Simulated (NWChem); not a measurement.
CH₆O₂Si₂; SMILES [SiH2](O)[SiH2]C=O

```xyz
11

O      1.1152     2.1457    -0.0326
C     -0.0921     2.1545    -0.0009
Si    -1.0813     0.4876    -0.0006
Si     0.5962    -1.1480    -0.0059
O     -0.1888    -2.6265     0.0104
H     -0.6413     3.1371     0.0278
H     -1.9639     0.4520     1.2081
H     -1.9607     0.4568    -1.2119
H      1.4506    -0.9923    -1.2249
H      1.4709    -0.9760     1.1965
H      0.3707    -3.4090     0.0087
```
Atoms are numbered in this order, from 1.

All runs: NWChem. Pople sets run with spherical d functions. All runs use the structure optimised with PBE0/def2-SVP. B3LYP is NWChem's, with the RPA form of VWN correlation. Atomic charges in e: unrestrained fits to the electrostatic potential beside Mulliken populations; buried atoms are poorly determined by the fit.

For level Hartree-Fock/6-31G*:

- Mulliken O1: -0.47
- ESP Si3: 0.30
- Mulliken Si3: 0.43
- ESP Si4: 0.76
- Mulliken Si4: 0.84
- ESP O5: -0.77
- Mulliken O5: -0.91

### Question
What are these values for level B3LYP/def2-SVP?

### Answer
The Mulliken O1 is -0.20, the ESP Si3 is 0.20 and the Mulliken Si3 comes out as 0.23. The ESP Si4 is 0.65 and the Mulliken Si4 comes out as 0.50. The ESP O5 is -0.66 and the Mulliken O5 is -0.41.
